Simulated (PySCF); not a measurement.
Job for PySCF: R-BP86/LANL2DZ on GeHI (SMILES [GeH][I]), a point of a bond scan (R = 1.601 Å).

```python
from pyscf import gto, scf, dft, mp
from pyscf.data.elements import chemcore

mol = gto.M(
    atom='''
    Ge   -0.91057453   -0.75513755    1.05678619
    H    -1.93076599   -1.24044543   -0.07820337
    I     0.58621040    0.47933673   -0.63658405
    ''',
    basis='lanl2dz',
    ecp={'Ge': 'lanl2dz', 'I': 'lanl2dz'},
    charge=0, spin=0, verbose=3, max_memory=1800)
mf = dft.RKS(mol, xc='b88,p86')
mf.conv_tol = 1e-8
mf.max_cycle = 100
mf.kernel()
if not mf.converged:
    mf = mf.newton().run(mf.mo_coeff, mf.mo_occ)
```

Output:

```
converged SCF energy = -15.8068997064471
```

The run converged.

Cost: roughly 1.8 core-seconds.
